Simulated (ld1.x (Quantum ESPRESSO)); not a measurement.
**Configuration tests for S (Z = 16) (ultrasoft)**

ld1.x (Quantum ESPRESSO) 7.5 input, shortened:

```
&input
   title='S', zed=16., rel=1, dft='PW91', iswitch=3,
   config='[Ne] 3s2 3p4 3d-2'
 /
 &inputp
   pseudotype=3, tm=.true., lloc=-1, rcloc=1.20,
   nlcc=.true., rcore=1.08
 /
6
3S  1  0   2.00   0.00  1.10  1.35  0.0
3S  1  0   0.00  -0.50  1.10  1.35  0.0
3P  2  1   4.00   0.00  1.00  1.35  0.0
3P  2  1   0.00   0.25  1.00  1.35  0.0
3D  3  2  -2.00   0.05  1.30  1.40  0.0
3D  3  2  -2.00   0.45  1.30  1.40  0.0
 &test
   configts(1)='3s2 3p4'
 /
```

Energies are relative to the spin-unpolarised reference configuration 3s2 3p4; without spin polarisation the order of configurations can differ from experiment.

Give the all-electron excitation energy and the error of the potential for: 3s2 3p3; 3s2 3p2; 3s2 3p1; 3s1 3p4; 3s2 3p0; 3s2 3p3.5; 3s2 3p4.3.

| valence configuration | charge | ΔE all-electron (eV) | error AE − PS (meV) |
| --- | --- | --- | --- |
| 3s2 3p3 | +1 | 11.820 | 0.0 |
| 3s2 3p2 | +2 | 34.166 | +4.0 |
| 3s2 3p1 | +3 | 68.287 | +19 |
| 3s1 3p4 | +1 | 22.699 | -0.1 |
| 3s2 3p0 | +4 | 115.187 | +60 |
| 3s2 3p3.5 | +0.5 | 4.684 | -0.2 |
| 3s2 3p4.3 | -0.3 | -1.722 | +0.2 |
